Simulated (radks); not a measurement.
The magnesium ion Mg3+, 9 electrons, occupied as [He] 2s2 2p5 (the NIST ground configuration). Calculated with a radial shooting solver on a logarithmic mesh with Libxc functionals: scalar-relativistic Kohn-Sham, HCTH/407, spin-unpolarised, spherical densities, finite nucleus; Fermi nuclear charge, rms radius 3.057 fm.

Local quantities along the radius. ELF = 1/(1 + alpha^2) is the electron localisation function; alpha = (tau - tau_W)/tau_unif compares the Pauli kinetic energy density with that of the uniform gas; -r V(r) is the screened charge that the Kohn-Sham potential presents (atomic units); s = |grad rho|/(2 (3 pi^2)^(1/3) rho^(4/3)) is the reduced gradient; r v_xc is r times the local exchange-correlation potential (hartree bohr). tau is taken from the large components.

r (bohr)    ELF     alpha  -r V(r)       s    r v_xc
0.007604  1.000  0.007358    11.78  0.4134  -0.07103
0.009362  1.000  0.007762    11.73  0.4161  -0.08841
0.01143   1.000  0.008282    11.68  0.4205   -0.1083
0.01397   1.000  0.008978    11.61  0.4270   -0.1317
0.01706   1.000  0.009920    11.52  0.4358   -0.1591
0.02083   1.000   0.01122    11.42  0.4473   -0.1906
0.02545   1.000   0.01306    11.29  0.4624   -0.2265
0.03108   1.000   0.01573    11.14  0.4818   -0.2667
0.03827   1.000   0.01997    10.95  0.5079   -0.3126
0.04674   0.999   0.02650    10.73  0.5405   -0.3596
0.05709   0.999   0.03746    10.47  0.5826   -0.4076
0.06973   0.997   0.05718    10.18  0.6373   -0.4542
0.08517   0.991   0.09547    9.838  0.7078   -0.4955
0.104     0.970    0.1763    9.456  0.7961   -0.5256
0.1271    0.886    0.3591    9.023  0.8959   -0.5361
0.1564    0.611    0.7979    8.506  0.9754   -0.5168
0.1911    0.288     1.574    7.947  0.9326   -0.4746
0.2334    0.175     2.172    7.390  0.6872   -0.4815
0.285     0.247     1.746    6.856  0.4041   -0.5612
0.3482    0.495     1.009    6.319  0.3061   -0.6778
0.4252    0.732    0.6050    5.764  0.3589   -0.7848
0.5194    0.836    0.4433    5.210  0.4766   -0.8513
0.6395    0.865    0.3956    4.691  0.6442   -0.8747
0.781     0.849    0.4224    4.290  0.8743   -0.8553
0.954     0.778    0.5336    3.939   1.236   -0.7437
1.165     0.606    0.8070    3.579   1.842   -0.5073
1.423     0.316     1.473    3.480   2.918   -0.4595
1.738     0.084     3.305    3.511   5.138   -0.5066
2.123     0.011     9.567    3.308   10.37   -0.3079

On this mesh the ELF has minima near r = 0.23 bohr, which separate the shells, and maxima near 0.64 (0.86).
